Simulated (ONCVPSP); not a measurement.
# Which change was made? (P, ONCV)

```json
{"Element": "phosphorus", "Generator": "ONCVPSP 4.0.1", "Type": "optimised norm-conserving Vanderbilt (ONCV)", "Functional": "PBE", "Relativity": "scalar-relativistic", "Frozen core": "[Ne]", "Valence charge": "5", "Reference configuration": "3s2 3p1.5 (charge +1.5)", "Partial waves": "3s: rc 1.45 bohr, ncon 3, nbas 6, qcut 3.8 1/bohr, 2 projectors, debl 0.7 Ha; 3p: rc 1.35 bohr, ncon 4, nbas 9, qcut 4.9 1/bohr, 2 projectors, debl 3 Ha; d scattering state at 0.03 Ha: rc 1.30 bohr, ncon 4, nbas 8, qcut 7.7 1/bohr, 2 projectors, debl 0.6 Ha", "Local potential": "polynomial inside 0.95 bohr (lpopt 5, dvloc0 3 Ha)", "Core correction": "polynomial model core, fcfact 0.15"}
```

In the s channel the program set the typed energies aside and used -1.047, 0.250 Ha.

Cutoffs, loose and tight: the cutoffs (Ha) at which the residual kinetic energy of the hardest occupied pseudo-wave falls to 1 and 0.1 mHa per electron. They do not see the model core or the augmentation charge, which bear on the density cutoff. Test errors are all-electron minus pseudo excitation energies from the reference, over the configurations 3s2 3p3; 3s2 3p2; 3s2 3p1; 3s2 3p0; variants that change the core or the reference have their own tests.

The base gives: outcome: generated, projector energies reset by the program; cutoff, loose: 21 Ha; cutoff, tight: 94 Ha; bound ghosts: none; GHOST(+) flags above zero: s; largest test error (meV): +27.

After one change the result is: outcome: generated, projector energies reset by the program; cutoff, loose: 11 Ha; cutoff, tight: 31 Ha; bound ghosts: none; GHOST(+) flags above zero: s; largest test error (meV): +23. Which change was it?
A. s: qcut 4; p: qcut 5.2; d: qcut 8.1
B. s: qcut 2.9; p: qcut 3.8; d: qcut 5.9
C. s: qcut 5.5; p: qcut 7.2; d: qcut 11.2

C. The others give: s: qcut 4; p: qcut 5.2; d: qcut 8.1 → outcome: generated, projector energies reset by the program; cutoff, loose: 17 Ha; cutoff, tight: 96 Ha; bound ghosts: none; GHOST(+) flags above zero: s; largest test error (meV): +26 | s: qcut 2.9; p: qcut 3.8; d: qcut 5.9 → outcome: generated, projector energies reset by the program; cutoff, loose: 38 Ha; cutoff, tight: 69 Ha; bound ghosts: none; GHOST(+) flags above zero: s, d; largest test error (meV): +28.
